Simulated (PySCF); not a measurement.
# Polarisability and C₆ of Tc (technetium, neutral)

[Kr] 4d5 5s2, high-spin 6S determinant. Computed with PySCF 2.14 in aug-cc-pwCVDZ-PP with ECP28MDF, with scalar relativity through the core potential. Coupled (time-dependent) response in atomic units; α is the mean over directions. A double-zeta set is small for polarisabilities.

```csv
method,mean α (bohr³),C₆ (like pair),S(−4)
UHF,138.1,1572,30740
PBE,84.51,946.5,4242
PBE0,90.13,1025,5030
MN15,75.13,849.6,2573
B3LYP,79.04,887.5,3131
```

S(−4) is the Cauchy moment in α(ω) = α(0) + S(−4) ω² + …

Reference α: 79 ± 10 bohr³ (recommended; Schwerdtfeger and Nagle, table of static dipole polarizabilities (2023 update)). Published C₆: 939.0 (Gould and Bucko (2016)).

Hartree-Fock lies above the reference because it lacks correlation, which contracts the outer shell.

α(iu) at PBE:

```csv
u (hartree),α(iu) (bohr³)
0,84.51
0.0500,75.60
0.100,59.59
0.200,35.93
0.300,23.73
0.500,13.31
0.750,8.301
1.00,5.855
1.50,3.444
2.00,2.282
3.00,1.209
5.00,0.4974
```

Energies and moments cover only the electrons outside the core potential.
